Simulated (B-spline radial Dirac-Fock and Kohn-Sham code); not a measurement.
## Levels of muonic ¹³⁰Xe

Nucleus: ¹³⁰Xe, Fermi distribution (skin thickness 2.3 fm), rms radius 4.7818 fm (measured, Angeli and Marinova 2013).

Input file task.json (cfg lists n, l and occupation; rrms is the nuclear radius in fm):

```json
{"items": [{
  "Z": 54,
  "q": 0,
  "cfg": [[1, 0, 2], [2, 0, 2], [2, 1, 6], [3, 0, 2], [3, 1, 6], [3, 2, 10], [4, 0, 2], [4, 1, 6], [4, 2, 10], [5, 0, 2], [5, 1, 6]],
  "A": 130,
  "rrms": 4.7818,
  "do": "muonic",
  "nuclei": [[130, 129.903509, 4.7818, "measured", "fermi"]]
}]}
```

Run with: `python xray2_run.py task.json out`

These are calculated numbers from a radial atomic solver; the model is the Dirac equation of a negative muon with reduced mass in the field of a spherical finite nucleus, with the Uehling potential to all orders; nuclear polarisation, deformation, hyperfine structure, self-energy, higher-order vacuum polarisation, relativistic recoil and electron screening are left out.

| level | binding (keV) | point nucleus, no QED (keV) | vacuum polarisation (keV) | ⟨r⟩ (fm) |
| --- | --- | --- | --- | --- |
| 1s1/2 | 5871 | 8542 | 39.852 | 9.9 |
| 2s1/2 | 1759 | 2157 | 8.988 | 33.0 |
| 2p1/2 | 2119 | 2157 | 12.646 | 22.8 |
| 2p3/2 | 2060 | 2069 | 11.725 | 23.6 |
| 3s1/2 | 826.0 | 948.9 | 3.139 | 70.4 |
| 3p1/2 | 935.3 | 948.9 | 3.986 | 57.5 |
| 3p3/2 | 919.1 | 922.7 | 3.769 | 58.6 |
| 3d3/2 | 926.0 | 922.7 | 3.327 | 48.6 |
| 3d5/2 | 917.8 | 914.7 | 3.221 | 49.3 |

Question: By how much does the finite nuclear size lower the 1s binding energy?

Answer: By 2710 keV, 31.73 % of the point-nucleus value (point value plus vacuum polarisation less the binding energy). The 1s orbit has ⟨r⟩ = 9.9 fm.
